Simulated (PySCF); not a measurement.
Constitutional and geometric isomers with formula CH5NSi. Isolated molecules, 0 K electronic values unless said otherwise. One relaxed conformer stands for each flexible species; it need not be the lowest. Strings in code marks are SMILES.

The numbers are results of PBE-D3(BJ)/def2-TZVP // r2SCAN-D4/def2-TZVP (PySCF 2.14.0), not measurements. Excitations are Tamm–Dancoff values on a coarser integration grid. The basis has no diffuse functions, so Rydberg states are missing or too high.

```csv
species,HOMO–LUMO gap (eV),S1 oscillator strength,brightest of the four lowest singlets (TDA) (eV)
`C=[SiH]N`,?,?,5.52
`C(N)=[SiH2]`,?,0.002,4.90
`[SiH3]/C=N/[H]`,3.93,0.007,–
`C=N[SiH3]`,3.72,0.001,6.48
`[H]/N=[SiH]\C`,4.01,0.002,6.53
```

**Question.** Fill in the missing entries.

**Answer.** 
- `C=[SiH]N`, HOMO–LUMO gap (eV): 3.89
- `C=[SiH]N`, S1 oscillator strength: 0.003
- `C(N)=[SiH2]`, HOMO–LUMO gap (eV): 2.51
